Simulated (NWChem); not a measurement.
Species: C2H3ClO2Si; SMILES O=C1C[Si@@H](Cl)O1

```xyz
9

O      0.4279     2.7522    -0.5177
C      0.1143     1.6514    -0.1605
C     -1.2245     0.8807    -0.2628
Si    -0.2641    -0.4665     0.6298
Cl     0.2030    -2.1621    -0.4442
O      0.9608     0.7585     0.4989
H     -1.5262     0.6899    -1.3113
H     -2.0516     1.3991     0.2611
H     -0.5414    -0.8495     2.0425
```
Atoms are numbered in this order, from 1.

Level: PBE-D3(BJ)/def2-SVP (NWChem), optimised geometry, unscaled harmonic frequencies. 

List the harmonic frequencies with IR intensities, and the thermochemistry.


```
frequency (cm⁻¹)  IR intensity (km/mol)
----------------  ---------------------
74                                  3.8
174                                 3.1
230                                 2.5
445                                 9.7
480                                 1.6
503                                 9.0
604                                90.0
639                                11.5
665                                25.7
725                                32.6
812                               114.7
830                               146.0
875                                16.8
1033                                1.4
1045                               40.6
1098                              202.0
1319                               24.2
1875                              379.7
2238                               77.8
3031                                1.6
3097                                2.2
```

```yaml
zero_point_energy: 31.1 kcal/mol
thermal correction to the enthalpy at 298.15 K (with zero-point energy): 35.7 kcal/mol
heat capacity Cv: 22.0 cal/(mol K)
entropy at 298.15 K and 1 atm (symmetry number 1): 80.8 cal/(mol K)
dipole_moment: 3.44 D
```

Rigid rotor and harmonic oscillator; modes under 100 cm⁻¹ make the entropy uncertain.
